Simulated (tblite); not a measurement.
Compound: C6H13NO2Si.
Geometry (GFN2-xTB, Å), atoms numbered from 1 in this order:
```
atom  x, y, z in Å
C1    -2.3133   -1.6329   -1.3904
C2    -2.8687   -1.1750   -0.2851
C3    -2.3095   -0.0900    0.5882
N4    -1.1581    0.5792    0.0259
C5     0.0801    0.4345    0.5288
O6     0.3254   -0.1919    1.5391
C7     1.1923    1.1138   -0.2657
C8     1.5038    0.2521   -1.4977
O9     2.3212    1.2746    0.5066
Si10   2.7937    0.4412    1.8323
H11   -2.7656   -2.4209   -1.9665
H12   -1.3761   -1.2524   -1.7614
H13   -3.8017   -1.5873    0.0742
H14   -3.0929    0.6482    0.7980
H15   -1.9838   -0.5215    1.5408
H16   -1.2922    1.0842   -0.8357
H17    0.8572    2.1134   -0.5867
H18    0.6613    0.2271   -2.1849
H19    2.3688    0.6651   -2.0102
H20    1.7430   -0.7591   -1.1766
H21    4.1497    0.9981    1.8408
H22    2.8523   -1.0046    1.6359
H23    2.1086    0.8310    3.0603
```

Computed with GFN2-xTB (tblite): harmonic, unscaled wavenumbers at the GFN2-xTB geometry, gas phase. Errors from tens to a few hundred cm⁻¹ against measured bands are possible. Modes of hydrogen on silicon can be 10 to 20 % off. One conformer, not necessarily the lowest.

Harmonic wavenumbers (cm⁻¹): 25.4, 64.1, 72.1, 79.7, 93.5, 140.8, 188.6, 225.2, 241.0, 287.9, 299.3, 341.7, 378.2, 461.5, 499.4, 552.0, 587.7, 614.9, 658.4, 674.9, 715.7, 736.5, 786.4, 830.9, 851.9, 865.0, 896.2, 936.7, 975.4, 994.5, 1011.3, 1031.7, 1049.0, 1081.3, 1118.1, 1173.4, 1197.6, 1212.6, 1260.8, 1280.4, 1304.3, 1320.0, 1387.2, 1410.0, 1424.9, 1433.0, 1473.4, 1491.1, 1719.5, 1739.5, 2225.6, 2258.0, 2277.7, 2843.2, 2913.5, 2952.0, 3025.6, 3039.5, 3045.6, 3067.8, 3108.5, 3136.2, 3456.4.

A = 2319, B = 604.5, C = 540.5 MHz; mass 159.072 u (most abundant isotopes); point group C1, symmetry number 1.

Zero-point energy?

Half the sum of the wavenumbers: 39272 cm⁻¹ = 112.28 kcal/mol.

Give the ideal-gas entropy at 273.15 K and 1 bar in the rigid-rotor, harmonic-oscillator model (classical rotation).

Translation 40.69, rotation 30.17, vibration 38.59: S = 109.5 cal/(mol K).

And Cp and H(273.15 K) − H(0)?

Cp = 45.13 cal/(mol K), of which vibrations give 37.18 (their classical limit is 63 R = 125.2); H(273.15 K) − H(0) = 7.49 kcal/mol without the zero-point energy, 5.31 from vibrations.

Blend soft modes into free rotors: weight 1/[1 + (100 cm⁻¹/ν̃)⁴] for the oscillator and the rest for a rotor with moment μB/(μ + B), μ = h/(8π²ν), B = 10⁻⁴⁴ kg m². What vibrational entropy results?

34.43 cal/(mol K) in place of 38.59, which changes −T·S at 273.15 K by +1.14 kcal/mol.

How do the functions run with temperature in this model?

```json
{"T (K)": "150", "S (cal/(mol K))": "87.6", "Cp (cal/(mol K))": "29.5", "H − H(0) (kcal/mol)": "2.90", "G − H(0) (kcal/mol)": "-10.24", "ln q(vib)": "5.09"}
{"T (K)": "250", "S (cal/(mol K))": "105.6", "Cp (cal/(mol K))": "42.1", "H − H(0) (kcal/mol)": "6.48", "G − H(0) (kcal/mol)": "-19.92", "ln q(vib)": "8.80"}
{"T (K)": "298.15", "S (cal/(mol K))": "113.5", "Cp (cal/(mol K))": "48.4", "H − H(0) (kcal/mol)": "8.65", "G − H(0) (kcal/mol)": "-25.20", "ln q(vib)": "10.52"}
{"T (K)": "400", "S (cal/(mol K))": "129.5", "Cp (cal/(mol K))": "60.7", "H − H(0) (kcal/mol)": "14.22", "G − H(0) (kcal/mol)": "-37.59", "ln q(vib)": "14.10"}
{"T (K)": "600", "S (cal/(mol K))": "157.9", "Cp (cal/(mol K))": "79.5", "H − H(0) (kcal/mol)": "28.37", "G − H(0) (kcal/mol)": "-66.40", "ln q(vib)": "20.88"}
{"T (K)": "900", "S (cal/(mol K))": "193.9", "Cp (cal/(mol K))": "97.3", "H − H(0) (kcal/mol)": "55.12", "G − H(0) (kcal/mol)": "-119.35", "ln q(vib)": "30.31"}
```

q(vib) and H(0) count from the zero-point level.

Which modes carry the vibrational entropy at 273.15 K?

25.4 cm⁻¹: 5.99; 64.1 cm⁻¹: 4.15; 72.1 cm⁻¹: 3.92; 79.7 cm⁻¹: 3.73; 93.5 cm⁻¹: 3.41; 140.8 cm⁻¹: 2.63 cal/(mol K); the other 57 give 14.76 together.

What must be added to the electronic energy to get the Gibbs energy at 273.15 K and 1 bar?

ZPE + [H(273.15 K) − H(0)] − T·S = 112.28 + 7.49 − 29.90 = 89.87 kcal/mol.

Hindered rotation and anharmonicity are outside this model. Other conformers, if any are populated, would add a mixing term that is left out. The structure is chiral; the term R ln 2 for an equal mix with its mirror image is left out.
